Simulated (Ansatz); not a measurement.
Computed with Ansatz on PBE0-D4/def2-TZVP structures; ΔE is electronic, products minus reactants. CCSD(T)/CBS adds triple-zeta CCSD(T) − MP2 to the extrapolated MP2 energy (def2 sets, frozen cores). This one scheme is used for every species. Functionals use def2-TZVPP. HSE06 is defined as in plane-wave codes. For Se outer-core shells are correlated without core-valence functions, which leaves a few kJ/mol of doubt a bond. Scalar relativity is left out up to krypton. One conformer a species, not always the lowest.

Reaction (formal exchange of groups at the Al–C bond): `C=[CH][AlH][NH2]` + `ClCC=[Se]` → `[NH2][AlH][CH2]C=[Se]` + `C=CCl`

```csv
level,ΔE (kJ/mol),difference from CCSD(T)/CBS
PBE-D4,-48.6,-18.3
revPBE-D4,-46.2,-15.9
r2SCAN-D4,-49.4,-19.1
HSE06-D4,-45.5,-15.2
BHLYP-D4,-36.1,-5.8
BLYP,-36.5,-6.2
r2SCAN0,-45.4,-15.1
CCSD(T)/def2-SVP,-26.9,3.4
HF/def2-QZVPP,-21.0,9.3
SCS-MP2/def2-QZVPP,-26.4,3.9
CCSD(T)/CBS,-30.3,0
```

**Question.** What do rigid-rotor, harmonic-oscillator terms from PBE0-D4/def2-TZVP frequencies (298.15 K, 1 bar) make of the CCSD(T)/CBS value? (An estimate is asked.)

**Answer.** Ansatz gave: ΔZPE = -0.4 kJ/mol, ΔH = -31.5 kJ/mol, ΔS = -20 J/(mol·K), ΔG = -25.5 kJ/mol. Modes under 50 cm⁻¹ make the entropy rough.

Largest T1 diagnostic among the species: 0.017.

From r2SCAN to r2SCAN0 (25 % exact exchange), in def2-TZVPP and without D4, ΔE moves by +3.4 kJ/mol. The D4 term adds −4.2 kJ/mol with B3LYP and −2.3 kJ/mol with PBE0; it sums over pairs of atoms, weighted by their polarisabilities, and B3LYP, whose exchange is more repulsive, gets the larger term.

B3LYP here is the variant with VWN-RPA as its local correlation; programs differ in this.
